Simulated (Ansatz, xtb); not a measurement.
Two isomers of C5H7FOS

Structure X: `C[C@@]1(S)C(=O)C[C@@H]1F`, a singlet. Structure Y: `CSC1=CO[C@H](F)C1`, a singlet. Both are isolated molecules in the gas phase, relaxed with PBE-D3(BJ)/def2-SVP; each stands in its lowest conformer found.

Q: Estimate which is lower in electronic energy at CCSD(T)/def2-SVP + ΔMP2/def2-TZVPP, and by roughly how much.

A: Not settled: CCSD(T)/def2-SVP + ΔMP2/def2-TZVPP gives E(Y) − E(X) = −0.136 eV, but this leans on the basis-set step: CCSD(T) alone gives +0.128 eV.

Level by level:

```tsv
level	geometry	E(Y) − E(X) (eV)	departure from the last row (eV)	job, with rough time for the two
GFN2-xTB	GFN2-xTB	−0.334	−0.198	optimisation, 0.24 s
HF/STO-3G	GFN2-xTB	−0.764	−0.628	single point, 0.46 s
r2SCAN-D4/def2-SVP	GFN2-xTB	−0.041	+0.095	single point, 4.5 s
PBE-D3(BJ)/def2-SVP	PBE-D3(BJ)/def2-SVP	+0.007	+0.143	optimisation, 29 s
HF/def2-SVP	PBE-D3(BJ)/def2-SVP	+0.002	+0.138	part of the CCSD(T) run
MP2/def2-SVP	PBE-D3(BJ)/def2-SVP	+0.166	+0.302	part of the CCSD(T) run
CCSD(T)/def2-SVP	PBE-D3(BJ)/def2-SVP	+0.128	+0.264	single point
CCSD(T)/def2-SVP + ΔMP2/def2-TZVPP	PBE-D3(BJ)/def2-SVP	−0.136		single point, 1.8 min
```

As drawn, Y has 1 C–S, 1 C=C, 2 C–O, 1 C–H in place of 3 C–C, 1 C=O, 1 S–H. Structure X has a 4-membered ring, Y a 5-membered ring.

MP2/def2-SVP, CCSD(T)/def2-SVP put the two in the other order. PBE-D3(BJ)/def2-SVP, HF/def2-SVP find them nearly level. The largest departure from CCSD(T)/def2-SVP + ΔMP2/def2-TZVPP is that of HF/STO-3G, 0.628 eV. The last row adds to CCSD(T) the change of the MP2 difference between the two basis sets, here −0.264 eV, a large step that makes the value less sure.

With thermal terms from frequencies at re-optimised GFN2-xTB minima (ideal gas, soft modes damped towards free rotors, one conformer each, 298.15 K, 1 atm): the zero-point term adds +0.086 eV; ΔH is −0.065 and ΔG −0.043 eV.

The correlated steps freeze 12 core orbitals. Programs: Ansatz 0.2.0, xtb 6.7.1; the last row on 4 threads of Arm Neoverse V1 on a shared host.
